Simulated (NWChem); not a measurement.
System meant: BI2, doublet; SMILES I[B]I

The following NWChem deck was run.

```
start job
memory heap 200 mb stack 900 mb global 1100 mb
geometry units angstroms noautoz
  I      1.886271     0.000000    -0.038211
  B      0.000000     0.000000     0.874423
  I     -1.886271     0.000000    -0.038211
end
basis spherical
  * library def2-svp
end
ecp
  I library def2-ecp
end
dft
  odft
  mult 2
  xc xpbe96 cpbe96
  iterations 4
  mulliken
end
task dft energy
```

End of the output:

```
     --------------------------
     Expectation value of S2:
     --------------------------
      <S2> =      0.7541 (Exact =     0.7500)

 center of mass
 --------------
 x =   0.00000000 y =   0.00000000 z =  -0.00598565

 moments of inertia (a.u.)
 ------------------
          31.384086048735           0.000000000000           0.000000000000
           0.000000000000        3256.154746905027           0.000000000000
           0.000000000000           0.000000000000        3224.770660856291

     Multipole analysis of the density
     ---------------------------------

     L   x y z        total         alpha         beta         nuclear
     -   - - -        -----         -----         ----         -------
     0   0 0 0     -0.000000    -28.000000    -27.000000     55.000000

     1   1 0 0     -0.000000      0.000000     -0.000000      0.000000
     1   0 1 0     -0.000000     -0.000000     -0.000000      0.000000
     1   0 0 1     -0.374374     -3.353289     -1.371499      4.350413

     2   2 0 0    -40.385403   -340.337936   -335.343073    635.295606
     2   1 1 0      0.000000      0.000000      0.000000      0.000000
     2   1 0 1     -0.000000      0.000000     -0.000000      0.000000
     2   0 2 0    -43.730672    -22.486456    -21.244216      0.000000
     2   0 1 1     -0.000000     -0.000000     -0.000000      0.000000
     2   0 0 2    -45.536250    -33.752274    -25.647825     13.863849

 ------------------------------------------------------------------------
 dft energy failed                                                                                  0
 ------------------------------------------------------------------------
 ------------------------------------------------------------------------
  current input line :
    21: task dft energy
 ------------------------------------------------------------------------
 ------------------------------------------------------------------------
 This type of error is most commonly associated with calculations not reaching convergence criteria
 ------------------------------------------------------------------------
 For more information see the NWChem manual at https://nwchemgit.github.io

0:dft energy failed:Received an Error in Communication
```

Task: Find the fault in this run and fix the input.

Result: Convergence was not reached. Cause: the SCF was allowed too few iterations. This input runs:
```
start job
memory heap 200 mb stack 900 mb global 1100 mb
geometry units angstroms noautoz
  I      1.886271     0.000000    -0.038211
  B      0.000000     0.000000     0.874423
  I     -1.886271     0.000000    -0.038211
end
basis spherical
  * library def2-svp
end
ecp
  I library def2-ecp
end
dft
  odft
  mult 2
  xc xpbe96 cpbe96
  iterations 150
  mulliken
end
task dft energy
```
It converges to -620.14342 Ha (PBE/def2-SVP with def2 effective core potentials on I, spin-unrestricted).
